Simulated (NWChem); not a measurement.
SiHCl2F; SMILES F[SiH](Cl)Cl

```xyz
5

Si     0.3784     0.4225     0.0000
F      1.7900    -0.3485     0.0000
Cl    -0.6480    -0.1369    -1.6691
Cl    -0.6480    -0.1369     1.6691
H      0.6229     1.8755     0.0000
```
Atoms are numbered in this order, from 1.

Computed with NWChem. Medium grid unless said otherwise, to which SCAN and Minnesota functionals are sensitive. Geometry: optimised at PBE0/def2-SVP.

For level SCAN/def2-SVP:

```yaml
highest occupied level (eV): -8.50
orbital gap (eV): 8.33
dipole (D): 1.15
```

**Question.** Estimate the same quantities for level PBE/def2-SVP.

**Answer.** The highest occupied level (eV) comes out as -8.00 and the orbital gap (eV) is 7.56. The dipole (D) comes out as 1.04.
